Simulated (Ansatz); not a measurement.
The same molecule with X = Mg, Zn, Cd. Ansatz, PBE0-D4/def2-TZVP geometries, multiplicity 1.

Elements past krypton have def2 core potentials. Scalar relativity is left out up to krypton.

| X | molecule | mean X–Br bond length / Å | mean X–Cl bond length / Å | HOMO–LUMO gap (ωB97M-V/def2-TZVPP) / eV | size of the dipole moment (PBE/def2-TZVPP) / D | HOMO energy (ωB97M-V/def2-TZVPP) / eV |
| --- | --- | --- | --- | --- | --- | --- |
| Zn | `[Cl][Zn][Br]` | 2.221 | 2.087 | 11.04 | 0.31 | -10.95 |
| Cd | `[Cl][Cd][Br]` | 2.396 | 2.269 | 10.35 | 0.34 | -10.74 |

Give the row for X = Mg, `[Cl][Mg][Br]`. (Estimate.)

Computed: 
```csv
X,molecule,mean X–Br bond length / Å,mean X–Cl bond length / Å,HOMO–LUMO gap (ωB97M-V/def2-TZVPP) / eV,size of the dipole moment (PBE/def2-TZVPP) / D,HOMO energy (ωB97M-V/def2-TZVPP) / eV
Mg,`[Cl][Mg][Br]`,2.318,2.170,10.35,0.19,-10.76
```

From Mg to Cd the mean X–Br bond length isn't monotonic: highest at Cd, lowest at Zn; the mean X–Cl bond length isn't monotonic: highest at Cd, lowest at Zn; the HOMO–LUMO gap (ωB97M-V/def2-TZVPP) isn't monotonic: highest at Zn, lowest at Mg; the HOMO energy (ωB97M-V/def2-TZVPP) isn't monotonic: highest at Cd, lowest at Zn. Bonds lengthen as the atom grows down the group. Dipoles are sizes alone, and their direction can turn along the series.

Spin–orbit coupling is left out; it splits and shifts lone-pair levels of the heavy atoms by tenths of an eV.
